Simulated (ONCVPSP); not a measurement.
## What the settings do to the ONCV potential of Mn

Base potential:

Mn (Z = 25), optimised norm-conserving Vanderbilt (ONCV), made with ONCVPSP 4.0.1 (PBE, scalar-relativistic). Core [Ne], reference 3s2 3p6 3d5.5 4s1.5. Waves: 3s+4s: rc 1.25 bohr, ncon 4, nbas 9, qcut 12.4 1/bohr, 2 projectors; 3p: rc 1.35 bohr, ncon 4, nbas 8, qcut 9.4 1/bohr, 2 projectors, debl 1.1 Ha; 3d: rc 1.90 bohr, ncon 5, nbas 10, qcut 9.9 1/bohr, 1 projector. Local part: polynomial inside 1.25 bohr (lpopt 5, dvloc0 1 Ha). Core correction: polynomial model core, fcfact 0.65.

In the p channel the program set the typed energies aside and used -1.923, 0.250 Ha.

Cutoffs, loose and tight: the cutoffs (Ha) at which the residual kinetic energy of the hardest occupied pseudo-wave falls to 1 and 0.1 mHa per electron. They do not see the model core or the augmentation charge, which bear on the density cutoff. Test errors are all-electron minus pseudo excitation energies from the reference, over the configurations 3s2 3p6 3d5 4s2; 3s2 3p6 3d5 4s1; 3s2 3p6 3d5 4s0; 3s1 3p6 3d5 4s2. A dash means not determined; rows that change the core or the reference have their own tests.

```tsv
change	outcome	cutoff, loose	cutoff, tight	bound ghosts	GHOST(+) flags above zero	largest test error (meV)
base	generated, projector energies reset by the program	44 Ha	53 Ha	none	none	-297
p: rc 0.92; local potential polynomial inside 0.92 bohr (lpopt 5, dvloc0 1 Ha)	generated, projector energies reset by the program	44 Ha	191 Ha	none	none	-291
p: rc 1.16; local potential polynomial inside 1.16 bohr (lpopt 5, dvloc0 1 Ha)	generated, projector energies reset by the program	44 Ha	53 Ha	none	none	-291
p: rc 1.32	generated, projector energies reset by the program	44 Ha	53 Ha	none	none	-297
p: rc 1.46	generated, projector energies reset by the program	44 Ha	53 Ha	none	none	-299
p: rc 1.62	generated, projector energies reset by the program	44 Ha	53 Ha	none	none	-302
p: rc 1.82	generated, projector energies reset by the program	44 Ha	53 Ha	none	none	-307
p: rc 1.94	generated, projector energies reset by the program	44 Ha	53 Ha	none	none	-310
```

Reading the sweep of the p radius (base included, trends over the rows without a ghost): The loose cutoff stays near 44 Ha. The median size of the test errors (rows with all tests solved) stays near 7.3 meV.
